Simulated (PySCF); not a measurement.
Adding and removing an electron: HI

PBE; H cc-pVTZ, I cc-pVTZ-PP with ECP28; scalar-relativistic core potentials (PySCF 2.14). Neutral (UKS): singlet (closed shell), Re = 1.630 Å, ωe = 2245 cm⁻¹, De = 3.41 eV, HOMO -6.73 eV, LUMO -1.75 eV.

HI⁺ (UKS): doublet (π ↑), Re = 1.655 Å, ωe = 2133 cm⁻¹, De = 3.41 eV to H + I⁺. The energies at the minima are -296.29429 hartree for HI and -295.90787 for HI⁺.

(1) Work out the adiabatic ionisation energy, without and with harmonic zero-point energies (1 hartree = 27.2114 eV, 1 eV = 8065.5 cm⁻¹), and the change of the bond length.

Spin–orbit coupling is left out, which matters for elements this heavy, above all for dissociation energies. For an ion De counts to the pair picked by the measured ionisation energies or electron affinities, which need not be the lowest pair at this level. States were picked by a PBE0 search and need not be the measured ground states.

Answers

(1) At PBE: 0.38642 hartree = 10.515 eV between the minima; the zero-point term (2133.0 − 2245.0)/2 cm⁻¹ = -0.007 eV makes it 10.508 eV. Re changes by +2.5 pm against the neutral. Minus the HOMO energy is 6.73 eV, -3.79 eV from the value between the minima; self-interaction puts the Kohn–Sham level too high, less so with exact exchange. The electron leaves a π orbital, which is non-bonding in a hydride.
